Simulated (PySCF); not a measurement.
SMILES c1csc(Sc2ccc[se]2)c1 (GFN2-xTB optimised geometry):

```
17

C      0.056    -2.477     0.000
C      1.413    -2.477     0.000
S      2.066    -0.886     0.000
C      0.470    -0.210     0.012
S      0.257     1.533     0.055
C     -1.108     1.722    -1.040
C     -2.053     2.694    -0.919
C     -2.999     2.726    -1.971
C     -2.814     1.790    -2.935
Se    -1.326     0.723    -2.621
C     -0.492    -1.178     0.017
H     -0.542    -3.371    -0.002
H      2.080    -3.316     0.001
H     -2.080     3.371    -0.082
H     -3.812     3.431    -1.989
H     -3.424     1.632    -3.806
H     -1.547    -0.967     0.044
```

Level of theory: PySCF 2.14.0 with PBE/def2-SVP.

### Question
What are the frontier orbital energies and the dipole moment?

### Answer
HOMO-2 -6.09 eV, HOMO-1 -5.92 eV, HOMO -4.80 eV, LUMO -1.72 eV, LUMO+1 -1.36 eV; dipole moment 1.43 D.

On the same geometry PySCF with PBE0/def2-SVP gives HOMO-2 -7.21 eV, HOMO-1 -7.00 eV, HOMO -5.83 eV, LUMO -0.97 eV, LUMO+1 -0.54 eV; dipole moment 1.62 D.

Meta-Löwdin charges at PBE/def2-SVP: C1 -0.13, C2 -0.24, S3 0.27, C4 -0.21, S5 0.16, C6 -0.22, C7 -0.15, C8 -0.13, C9 -0.26, Se10 0.30, C11 -0.14, H12 0.12, H13 0.13, H14 0.12, H15 0.12, H16 0.13, H17 0.13.
